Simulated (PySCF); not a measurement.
Ge(H)2(OH)2 (GeH4O2), SMILES [OH][GeH2][OH]. Atoms are numbered in the order given.

```xyz
7

Ge     0.0000     0.0000     0.3429
O     -1.4503    -0.0880    -0.6773
O      1.4503     0.0880    -0.6773
H     -0.0474    -1.2983     1.1567
H      0.0474     1.2983     1.1567
H     -1.5639     0.6920    -1.2254
H      1.5639    -0.6920    -1.2254
```

Geometry: PBE0-D3(BJ)/def2-TZVP. One conformer was computed; it need not be the lowest.

All values below come from M06-2X/def2-TZVPD run with PySCF.

Mulliken values depend strongly on the basis, most of all with diffuse functions as here. ESP charges are fitted to the potential on shells at 1.4 to 2.0 van der Waals radii. Atomic charges (e):

| atom | ESP fit | IAO | Mulliken |
|---|---|---|---|
| Ge1 | 0.73 | 1.18 | 0.56 |
| O2 | -0.71 | -0.81 | -0.69 |
| O3 | -0.71 | -0.81 | -0.69 |
| H4 | -0.07 | -0.14 | 0.05 |
| H5 | -0.07 | -0.14 | 0.05 |
| H6 | 0.41 | 0.36 | 0.36 |
| H7 | 0.41 | 0.36 | 0.36 |
